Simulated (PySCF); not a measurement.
# Unknown compound

Molecular formula: C₆H₆ClN. Simulated spectra:

1H NMR (400 MHz, computed): δ 7.47 (d, 1H), 7.24 (m, 1H), 6.85 (m, 1H), 6.82 (d, 1H), 3.93 (br s, 2H).

13C{1H} NMR (computed): δ 151.0 (C), 136.9 (CH), 134.2 (CH), 128.8 (C), 123.5 (CH), 119.5 (CH).

Relativity neglected, no solvent model, a single conformation, rapidly exchanging positions averaged. B97-2/pcSseg-2 with gauge-including orbitals; PBE0-D3(BJ)/def2-TZVP geometry; PySCF 2.14.0 with density-fitted response routines.

δ = σ(ref) − σ, references computed at the same level: 1H (σ = 31.64 ppm), 13C (σ = 185.38 ppm) vs TMS.

Problem. Propose a structure and justify it.

Solution. 
- Rings plus π bonds: 4 (1 ring in the answer).
- 6 carbon signals for 6 carbons: no two carbons are equivalent.
- Carbon types of the structure: 2 × C, 4 × CH, leaving 2 H on heteroatoms.
- δC 151.0: aromatic carbon bearing nitrogen; σ withdrawal by the attached heteroatom moves it downfield of the ring CH carbons.
- δC 136.9, 134.2, 123.5, 119.5: aromatic CH.
- δC 128.8: aromatic carbon bearing chlorine.
- δH 7.47, 7.24, 6.85, 6.82: hydrogen on an aromatic CH.
- δH 3.93: hydrogen on an aniline-type nitrogen; exchangeable; this is the value without hydrogen bonding to other molecules.

Structure: SMILES Nc1ccccc1Cl.

This is the structure that produced the data.

OH and NH positions are those of a molecule without intermolecular hydrogen bonds; in solution they move with solvent, concentration and temperature, and exchange usually removes their couplings. Carbons that carry Cl, above all several Cl atoms, come out too deshielded, partly because spin–orbit coupling is missing. Shifts are as computed. Against solution values, carbons near 30 ppm lie about +3 ppm off and those near 130 ppm about +7 ppm; carbons on Cl a further +5 ppm. Of 1211 compounds with measured shifts, 218 miss one by over three times the rms of a fit or turn the order of signals round; such compounds aren't used in these exercises. No couplings were computed; multiplicities are counted from neighbouring protons, with m where these are inequivalent, close in shift, in a saturated or five-membered ring or joined by F or P, and br s for small geminal =CH2 splittings.
